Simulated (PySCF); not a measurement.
# input.py for RbS⁻

Input:

```python
from pyscf import gto, dft

mol = gto.M(
    atom='Rb 0 0 0; S 0 0 2.632',
    basis='cc-pvdz-dk',
    charge=-1,
    spin=0,
    verbose=4,
)
mf = dft.RKS(mol, xc='tpssh')
mf = mf.sfx2c1e()
mf.kernel()
g = mf.nuc_grad_method()
g.grid_response = True
g.kernel()
mf.dip_moment()
print('orbital energies (hartree):', mf.mo_energy[..., max(0, mol.nelec[1]-3):mol.nelec[0]+3].round(4))
```

```bash
$ OMP_NUM_THREADS=1 python input.py
```

The log:

```
PySCF version 2.14.0

[INPUT] verbose = 4
[INPUT] num. atoms = 2
[INPUT] num. electrons = 54
[INPUT] charge = -1
[INPUT] spin (= nelec alpha-beta = 2S) = 0
[INPUT] symmetry False subgroup None
[INPUT] Mole.unit = angstrom
[INPUT] Symbol           X                Y                Z      unit          X                Y                Z       unit  Magmom
[INPUT]  1 Rb     0.000000000000   0.000000000000   0.000000000000 AA    0.000000000000   0.000000000000   0.000000000000 Bohr   0.0
[INPUT]  2 S      0.000000000000   0.000000000000   2.632000000000 AA    0.000000000000   0.000000000000   4.973759159855 Bohr   0.0

nuclear repulsion = 119.024661422736
number of shells = 11
number of NR pGTOs = 170
number of NR cGTOs = 54
basis = cc-pvdz-dk
ecp = {}

******** <class 'pyscf.x2c.sfx2c1e.sfX2C1eRKS'> ********
method = sfX2C1eRKS
initial guess = minao
damping factor = 0
level_shift factor = 0
DIIS = <class 'pyscf.scf.diis.CDIIS'>
diis_start_cycle = 1
diis_space = 8
diis_damp = 0
SCF conv_tol = 1e-09
SCF conv_tol_grad = None
SCF max_cycles = 50
direct_scf = True
direct_scf_tol = 1e-13
XC library pyscf.dft.libxc version 7.0.0
    S. Lehtola, C. Steigemann, M. J.T. Oliveira, and M. A.L. Marques.,  SoftwareX 7, 1–5 (2018)
XC functionals = tpssh
    V. N. Staroverov, G. E. Scuseria, J. Tao, and J. P. Perdew.,  J. Chem. Phys. 119, 12129 (2003)
radial grids:
    Treutler-Ahlrichs [JCP 102, 346 (1995); DOI:10.1063/1.469408] (M4) radial grids

becke partition: Becke, JCP 88, 2547 (1988); DOI:10.1063/1.454033
pruning grids: <function nwchem_prune>
grids dens level: 3
symmetrized grids: False
atomic radii adjust function: <function treutler_atomic_radii_adjust>
small_rho_cutoff = 0

******** <class 'pyscf.x2c.sfx2c1e.SpinFreeX2CHelper'> ********
approx = 1e
xuncontract = 1
Set gradient conv threshold to 3.16228e-05
Initial guess from minao.
tot grids = 40792
init E= -3380.08060668583
  HOMO = -0.290275377051735  LUMO = -0.0695611181538648  gap/eV = 6.00594
cycle= 1 E= -3379.90249597693  delta_E= 0.178  |g|= 0.685  |ddm|= 1.74
  HOMO = 0.083727157426329  LUMO = 0.099720424926018  gap/eV = 0.43520
cycle= 2 E= -3375.23871907653  delta_E= 4.66  |g|= 1.57  |ddm|= 5.82
  HOMO = -0.11702599683699  LUMO = 0.0484274583424128  gap/eV = 4.50222
cycle= 3 E= -3380.03192702589  delta_E= -4.79  |g|= 0.418  |ddm|= 5.82
  HOMO = 0.0543547895033958  LUMO = 0.069160690779585  gap/eV = 0.40289
cycle= 4 E= -3379.95197175694  delta_E= 0.08  |g|= 0.588  |ddm|= 2.46
  HOMO = 0.0407347630728464  LUMO = 0.0637897970910996  gap/eV = 0.62736
cycle= 5 E= -3380.12818779616  delta_E= -0.176  |g|= 0.231  |ddm|= 1.06
  HOMO = 0.0257173457874955  LUMO = 0.0549884305436257  gap/eV = 0.79651
cycle= 6 E= -3380.15384435752  delta_E= -0.0257  |g|= 0.0803  |ddm|= 0.365
  HOMO = 0.0218790669022506  LUMO = 0.0555258960430915  gap/eV = 0.91558
cycle= 7 E= -3380.15751970858  delta_E= -0.00368  |g|= 0.00779  |ddm|= 0.262
  HOMO = 0.0215973532622712  LUMO = 0.0556245916600507  gap/eV = 0.92593
cycle= 8 E= -3380.15754317816  delta_E= -2.35e-05  |g|= 0.00121  |ddm|= 0.0308
  HOMO = 0.0213378343424425  LUMO = 0.0554092594577417  gap/eV = 0.92713
cycle= 9 E= -3380.15754293709  delta_E= 2.41e-07  |g|= 0.00121  |ddm|= 0.0114
  HOMO = 0.0215010076479248  LUMO = 0.0554513689870545  gap/eV = 0.92384
cycle= 10 E= -3380.15754378533  delta_E= -8.48e-07  |g|= 0.000248  |ddm|= 0.00358
  HOMO = 0.0214727353678862  LUMO = 0.0554505693721066  gap/eV = 0.92458
cycle= 11 E= -3380.1575438189  delta_E= -3.36e-08  |g|= 8.21e-05  |ddm|= 0.0014
  HOMO = 0.0214819715237302  LUMO = 0.055454379395482  gap/eV = 0.92444
cycle= 12 E= -3380.15754382291  delta_E= -4.01e-09  |g|= 3.83e-06  |ddm|= 0.000242
  HOMO = 0.0214817463413878  LUMO = 0.0554544380463313  gap/eV = 0.92444
cycle= 13 E= -3380.15754382292  delta_E= -1e-11  |g|= 5.04e-07  |ddm|= 1.75e-05
  HOMO = 0.0214814658669218  LUMO = 0.0554544317980133  gap/eV = 0.92445
Extra cycle  E= -3380.15754382292  delta_E= 6.37e-12  |g|= 3.26e-06  |ddm|= 1.21e-05
converged SCF energy = -3380.15754382292

******** <class 'pyscf.grad.rks.Gradients'> for <class 'pyscf.x2c.sfx2c1e.sfX2C1eRKS'> ********
unit = Eh/Bohr
grid_response = True
--------------- sfX2C1eRKS gradients ---------------
         x                y                z
0 Rb    -0.0000000000    -0.0000000000     0.0261573180
1 S     0.0000000000     0.0000000000    -0.0261573180
----------------------------------------------
Dipole moment(X, Y, Z, Debye):  0.00000,  0.00000, -12.26737
orbital energies (hartree): [0.0192 0.0215 0.0215 0.0555 0.0766 0.0766]
```

In short: E(SCF) = -3380.157544 Eh, 13 cycles, gradient on the second atom -0.0262 Eh/bohr.

It ran on Intel Xeon Platinum 8488C (1 thread, shared host) in 14 s, peak memory 0.31 GiB.

The basis has no diffuse functions, which an anion needs. Stability towards an unrestricted solution was not tested. The bond length is a typed value, not an optimised one. The dipole of an ion depends on the origin.
